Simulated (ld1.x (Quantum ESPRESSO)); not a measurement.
Logarithmic derivatives: dysprosium, TM

ld1.x (Quantum ESPRESSO) 7.5 input, shortened:

```
&input
   title='Dy', zed=66., rel=1, dft='PBE', iswitch=3,
   config='[Xe] 4f9 5d1 6s2 6p0'
 /
 &inputp
   pseudotype=2, tm=.true., lloc=0,
   nlcc=.false.
 /
3
5P  2  1   6.00   0.00  1.95  1.95  0.0
5D  3  2   1.00   0.00  2.30  2.30  0.0
5S  1  0   2.00   0.00  1.95  1.95  0.0
 &test
   configts(1)='5s2 5p6 5d1 6s2 6p0'
 /
```

Occupied shells without a wave of their own: 6s. They enter only through the test configuration that unscreens the potential.

The phase is arctan(r·u′/u) with u = r·R(r), unwrapped; energies in Ry, scanned from -6 to 5 Ry. A pole is an energy at which the radial function vanishes at the test radius. The pseudo phase is shifted by a multiple of π to meet the all-electron one at the reference energy, and phase errors are pseudo minus all-electron; the curves can meet again beyond the range given. Levels narrower than the energy grid can be missing from the lists of poles.

Problem. For each channel, where are the poles, and over which energies does the pseudopotential scatter like the atom?

Solution.

```tsv
channel	radius (bohr)	reference energy (Ry)	poles, all-electron	poles, pseudo	unbroken range about the reference energy with phases within 0.05 rad	phase error 1 Ry above the reference energy (rad)
s	2.50	-3.88	-3.74, 4.43	-3.74, 2.56	below -1.1	-0.005
p	2.50	-2.10	-1.72	-1.72	below 1.4	-0.001
d	2.50	-0.17	1.16	1.15	below 4.0	-0.001
```

The potential misses its own reference levels by up to 0.7 eV.

Phases in the p channel:

```tsv
E (Ry)	all-electron	pseudo
-6.00	1.387	1.387
-5.74	1.381	1.381
-5.48	1.375	1.374
-5.22	1.367	1.367
-4.96	1.359	1.359
-4.70	1.349	1.349
-4.44	1.338	1.338
-4.18	1.324	1.324
-3.92	1.307	1.307
-3.66	1.285	1.284
-3.40	1.254	1.253
-3.14	1.206	1.205
-2.88	1.119	1.118
-2.62	0.905	0.903
-2.36	-0.020	-0.023
-2.10	-1.234	-1.234
-1.84	-1.514	-1.514
-1.58	-1.620	-1.621
-1.32	-1.680	-1.681
-1.06	-1.723	-1.724
-0.80	-1.759	-1.760
-0.54	-1.792	-1.794
-0.28	-1.826	-1.829
-0.02	-1.864	-1.868
0.24	-1.907	-1.914
0.50	-1.961	-1.970
0.76	-2.031	-2.046
1.02	-2.128	-2.152
1.28	-2.271	-2.312
1.54	-2.495	-2.567
1.80	-2.848	-2.966
2.06	-3.317	-3.455
2.32	-3.747	-3.857
2.58	-4.039	-4.114
2.84	-4.222	-4.274
3.10	-4.340	-4.379
3.36	-4.422	-4.452
3.62	-4.482	-4.506
3.88	-4.527	-4.548
4.14	-4.563	-4.581
4.40	-4.592	-4.609
4.66	-4.616	-4.632
4.92	-4.637	-4.652
```
